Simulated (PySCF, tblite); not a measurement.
Isomers of C7H11O2P. Method: GFN2-xTB as coded in tblite; computed harmonic values from a numerical Hessian at the method's own geometry, unscaled. The method is semi-empirical: single wavenumbers can be off by several per cent or more. One conformer each.

Electronic energies: PBE0/pcSseg-1 single points on the GFN2-xTB geometries (PySCF, gas phase).

| SMILES | electronic energy, lowest = 0 (kJ/mol) |
| --- | --- |
| C#C[P@@](=O)(O)C1CCCC1 | 69.2 |
| COC1=C[P@@](C)(=O)C=C1C | 51.7 |
| C=CP1(=O)CCC(=O)CC1 | 0.0 |
| CO[C@H]1C=C[P@@](C)(=O)C=C1 | 114.8 |
| COCP(C)c1ccoc1 | 147.7 |
| C#CCP1(=O)CCOCC1 | 154.8 |
| C=C[C@@H]1C[P@]1(=O)CC(C)=O | 147.7 |
| C#CCP(CC)C(=O)OC | 193.5 |

Problem. How do GFN2-xTB zero-point energies change the relative energies?

Solution. 
```csv
SMILES,ZPE (kJ/mol),of it from modes above 1550 cm⁻¹,electronic (kJ/mol),"with ZPE, lowest = 0 (kJ/mol)",lowest mode (cm⁻¹),rings
C=CP1(=O)CCC(=O)CC1,435.5,218.1,0.0,0.0,55,1
COC1=C[P@@](C)(=O)C=C1C,430.4,218.7,51.7,46.6,75,1
C#C[P@@](=O)(O)C1CCCC1,437.1,215.4,69.2,70.8,40,1
CO[C@H]1C=C[P@@](C)(=O)C=C1,429.1,216.8,114.8,108.4,56,1
C=C[C@@H]1C[P@]1(=O)CC(C)=O,426.8,220.9,147.7,139.0,45,1
COCP(C)c1ccoc1,431.6,207.1,147.7,143.8,6i,1
C#CCP1(=O)CCOCC1,432.2,210.1,154.8,151.5,56,1
C#CCP(CC)C(=O)OC,424.6,223.1,193.5,182.6,23,0
```

The zero-point energies span 12.5 kJ/mol, from `C#CCP(CC)C(=O)OC` to `C#C[P@@](=O)(O)C1CCCC1`. Slightly imaginary modes are left out of the zero-point energy: `COCP(C)c1ccoc1` 5.8i cm⁻¹. The order is unchanged.

Problem. And how do the electronic energies of GFN2-xTB itself compare?

Solution. `C=CP1(=O)CCC(=O)CC1` 21.3; `COC1=C[P@@](C)(=O)C=C1C` 27.0; `C#C[P@@](=O)(O)C1CCCC1` 0.0; `CO[C@H]1C=C[P@@](C)(=O)C=C1` 92.6; `C=C[C@@H]1C[P@]1(=O)CC(C)=O` 165.9; `COCP(C)c1ccoc1` 153.2; `C#CCP1(=O)CCOCC1` 99.7; `C#CCP(CC)C(=O)OC` 252.8 kJ/mol, lowest = 0. Against the energies above, taken from the same isomer `C=CP1(=O)CCC(=O)CC1`, the largest difference is 90.5 kJ/mol.

Problem. What do entropy and thermal enthalpy add at 298.15 K and 1 bar (rigid rotor, harmonic oscillator, one conformer each)?

Solution. 
```tsv
SMILES	point group	symmetry number	S (J/(mol K))	H − H(0) (kJ/mol)	ZPE + H − H(0) − TS (kJ/mol)
C=CP1(=O)CCC(=O)CC1	Cs	1	425.0	30.73	339.5
COC1=C[P@@](C)(=O)C=C1C	C1	1	440.0	33.37	332.6
C#C[P@@](=O)(O)C1CCCC1	C1	1	440.6	32.43	338.2
CO[C@H]1C=C[P@@](C)(=O)C=C1	C1	1	430.9	32.03	332.7
C=C[C@@H]1C[P@]1(=O)CC(C)=O	C1	1	453.4	33.97	325.6
C#CCP1(=O)CCOCC1	Cs	1	426.4	31.17	336.2
```

Not tabulated: `COCP(C)c1ccoc1` (lowest mode only 6i cm⁻¹); `C#CCP(CC)C(=O)OC` (lowest mode only 23 cm⁻¹).
